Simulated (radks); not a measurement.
The numbers below are computed, except where a source is named.
Ionisation of the chromium ion Cr6+, [Ar], to [Ne] 3s2 3p5 as the strength of local exchange is varied. Level of theory: scalar-relativistic Kohn-Sham, Slater X-alpha exchange (alpha = 2/3 is LDA exchange), no correlation, spin-unpolarised, spherical densities, finite nucleus; Fermi nuclear charge, rms radius 3.6452 fm (a radial shooting solver on a logarithmic mesh with Libxc functionals).

| alpha | E(Cr6+) (hartree) | exchange (hartree) | IE (eV) | -e of the level emptied (eV) | <r> of it (bohr) |
|---|---|---|---|---|---|
| 0.558 | -1030.43266 | -34.52460 | 154.86 | 142.54 (3p) | 0.8822 |
| 0.667 | -1037.19756 | -41.47352 | 158.98 | 146.59 (3p) | 0.8734 |
| 0.703 | -1039.43921 | -43.78328 | 160.35 | 147.94 (3p) | 0.8705 |
| 0.838 | -1047.87794 | -52.50992 | 165.55 | 153.05 (3p) | 0.8599 |
| 0.932 | -1053.78417 | -58.64689 | 169.22 | 156.67 (3p) | 0.8527 |

NIST Atomic Spectra Database: 160.3 eV (semi-empirical). The Delta-SCF value meets it near alpha = 0.70. Spin polarisation and multiplet splitting are left out, so open shells lie too high by an amount that depends on their filling.

Beside tabulated values, note that spin-unpolarised runs miss the spin-polarisation part of the exchange energy of open shells.
